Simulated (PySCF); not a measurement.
## Radial density of Sr (strontium, neutral)

UHF, [Kr] 5s2, closed-shell 1S. Calculation: PySCF 2.14, in x2c-QZVPPall; the spin-free X2C one-electron Hamiltonian (Gaussian nucleus).

```json
{"r (bohr)": "0.0396", "4πr²ρ (e/bohr)": "43.51"}
{"r (bohr)": "0.0666", "4πr²ρ (e/bohr)": "41.00"}
{"r (bohr)": "0.112", "4πr²ρ (e/bohr)": "56.94"}
{"r (bohr)": "0.188", "4πr²ρ (e/bohr)": "41.89"}
{"r (bohr)": "0.317", "4πr²ρ (e/bohr)": "37.40"}
{"r (bohr)": "0.533", "4πr²ρ (e/bohr)": "32.26"}
{"r (bohr)": "0.897", "4πr²ρ (e/bohr)": "8.728"}
{"r (bohr)": "1.51", "4πr²ρ (e/bohr)": "6.118"}
{"r (bohr)": "2.54", "4πr²ρ (e/bohr)": "1.276"}
{"r (bohr)": "4.27", "4πr²ρ (e/bohr)": "0.5328"}
{"r (bohr)": "7.18", "4πr²ρ (e/bohr)": "0.1193"}
{"r (bohr)": "12.1", "4πr²ρ (e/bohr)": "0.001784"}
```

Densities and radii are taken from the X2C orbitals without a picture-change correction, which distorts them close to the nucleus.
